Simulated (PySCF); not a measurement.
BH₃O₃, SMILES OB(O)O.

The structure is a stationary point at PBE0-D3(BJ)/def2-SVP. The values are those of a single conformer.

Two levels are set side by side: TDA-PBE/def2-SVPD (PySCF) and TDA-PBE0/def2-SVPD (PySCF). Vertical, same geometry. The lowest singlet is HOMO→LUMO 100 % with PBE and HOMO→LUMO 83 %, HOMO−1→LUMO 14 % with the other functional; states are paired by order. Differences are taken from unrounded values.

```tsv
quantity	TDA-PBE0
lowest singlet excitation (eV)	7.63
lowest triplet excitation (TDA) (eV)	7.40
```

Task: What does TDA-PBE give, and how far is it from TDA-PBE0? (Estimate from the structure and the level; the computed values follow.)

Result: 
```
quantity                              TDA-PBE  TDA-PBE minus TDA-PBE0
------------------------------------  -------  ----------------------
lowest singlet excitation (eV)           6.48                   -1.15
lowest triplet excitation (TDA) (eV)     6.36                   -1.04
```

Functionals without exact exchange tend to place singlet excitations lower, as here. Differences between two approximate levels are no errors against the true value.

Rough cost on one machine, each run with all the roots and properties that it gave: TDA-PBE0 against TDA-PBE within a factor of 2.
